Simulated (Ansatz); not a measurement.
Species: CN, charge 0, doublet. CN (SMILES [C-]#[N+], doublet).
B3LYP-D3(BJ)/def2-TZVP minimum from Ansatz (a quantum-chemistry and plane-wave program):
```xyz
2

C      0.0000     0.0000    -0.6258
N      0.0000     0.0000     0.5364
```
Charge 0, spin multiplicity 2.

Total energies in hartree (Ansatz). UHF or UKS for unpaired electrons; spin-orbit terms are left out. Correlated methods leave the cores frozen. No relativity. The UHF reference of CN ([C-]#[N+], doublet) is spin-contaminated (<S^2> up to 0.37 over the pure value in the sets run).

```tsv
species	HF/cc-pVTZ	CCSD(T)/cc-pVTZ	HF/cc-pVQZ	CCSD(T)/cc-pVQZ	CCSDT(Q)/cc-pVQZ
1: CN (SMILES [C-]#[N+], doublet)	-92.23520	-92.56541	-92.24165	-92.58980	-92.59427
2: C (triplet)	-37.69157	-37.78076	-37.69331	-37.78654	-37.78704
3: N (quartet)	-54.40069	-54.51471	-54.40372	-54.52482	-54.52521
```

Work out the atomisation energy (electronic, to ground-state atoms) in kJ/mol: take Hartree-Fock from cc-pVQZ, extrapolate the CCSD(T) correlation energy as X^-3 (X = 3, 4), and add CCSDT(Q) - CCSD(T) in cc-pVQZ. 1 hartree = 2625.5 kJ/mol.


Species 1: correlation (64·(-0.34815) - 27·(-0.33021))/37 = -0.36124; step -0.00447; E1 = -92.24165 + (-0.36124) + (-0.00447) = -92.60736
Species 2: correlation (64·(-0.09323) - 27·(-0.08919))/37 = -0.09618; step -0.00050; E2 = -37.69331 + (-0.09618) + (-0.00050) = -37.78999
Species 3: correlation (64·(-0.12110) - 27·(-0.11402))/37 = -0.12627; step -0.00039; E3 = -54.40372 + (-0.12627) + (-0.00039) = -54.53038
-1·E1 +1·E2 +1·E3 = 0.28699 hartree = 753.5 kJ/mol.
